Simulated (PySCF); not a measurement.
CH6BOP, SMILES CB(O)P.

Geometry optimised at r2SCAN-D4/def2-SVP. Other conformers were not sampled.

Method: r2SCAN-D4/def2-SVP in PySCF.

Frequencies are harmonic and unscaled.

```csv
mode,ν (cm⁻¹),IR (km/mol),moving atoms (share of kinetic energy)
1,78,0.3,H 96 %
2,175,4.7,H 90 %
3,232,0.2,"H 29 %, C 26 %, O 19 %, P 15 %, B 11 %"
4,334,2.5,"O 35 %, P 29 %, H 21 %, C 9 %"
5,370,10.6,"H 48 %, B 42 %"
6,547,23.5,"H 33 %, P 23 %, C 18 %, B 15 %, O 11 %"
7,569,35.2,"H 79 %, O 8 %"
8,648,60.3,H 87 %
9,718,25.9,H 87 %
10,840,7.4,"H 58 %, C 20 %, O 13 %"
11,867,18.9,"H 52 %, B 25 %, C 18 %"
12,938,139.6,"H 59 %, B 21 %, C 11 %"
13,1087,36.1,H 95 %
14,1182,113.9,"H 52 %, B 37 %"
15,1299,80.3,"H 62 %, C 19 %, B 15 %"
16,1364,208.9,"B 49 %, H 24 %, O 18 %, C 9 %"
17,1427,8.1,H 93 %
18,1446,10.5,"H 85 %, B 9 %"
19,2406,35.2,H 97 %
20,2427,49.4,H 97 %
21,3017,6.5,H 97 %
22,3105,15.5,"H 91 %, C 9 %"
23,3127,9.6,"H 91 %, C 9 %"
24,3811,45.0,H 94 %
```
